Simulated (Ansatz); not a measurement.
Start from `C=CC1=C[SiH2]1` and change one atom or group to get `C[SiH2]C1=C[SiH2]1`.

Ansatz, PBE0-D4/def2-TZVP geometries, multiplicity 1. Each molecule was computed in one conformer, which needn't be the lowest.

| property | `C=CC1=C[SiH2]1` |
| --- | --- |
| LUMO energy (PBE/def2-TZVPP) / eV | -2.16 |
| HOMO–LUMO gap (PBE0/def2-TZVPP) / eV | 6.02 |
| LUMO energy (PBE0/def2-TZVPP) / eV | -1.17 |
| LUMO energy (B3LYP/def2-TZVPP) / eV | -1.35 |
| HOMO–LUMO gap (B3LYP/def2-TZVPP) / eV | 5.60 |
| size of the dipole moment (ωB97M-V/def2-TZVPP) / D | 0.62 |

Task: What does the change do to each property? (Best estimate.)

Result: Computed: 
| property | `C[SiH2]C1=C[SiH2]1` | shift |
| --- | --- | --- |
| LUMO energy (PBE/def2-TZVPP) / eV | -1.72 | 0.44 |
| HOMO–LUMO gap (PBE0/def2-TZVPP) / eV | 6.35 | 0.33 |
| LUMO energy (PBE0/def2-TZVPP) / eV | -0.69 | 0.48 |
| LUMO energy (B3LYP/def2-TZVPP) / eV | -0.87 | 0.48 |
| HOMO–LUMO gap (B3LYP/def2-TZVPP) / eV | 5.96 | 0.36 |
| size of the dipole moment (ωB97M-V/def2-TZVPP) / D | 0.93 | 0.31 |

With PBE0 the HOMO rises by 0.15 eV and the LUMO rises by 0.48 eV, so the gap widens by about 0.33 eV. PBE moves the HOMO by 0.28 eV and ωB97M-V by 0.11 eV. Dipoles are sizes alone; their direction can turn.

B3LYP here is the variant with VWN-RPA as its local correlation; programs differ in this.
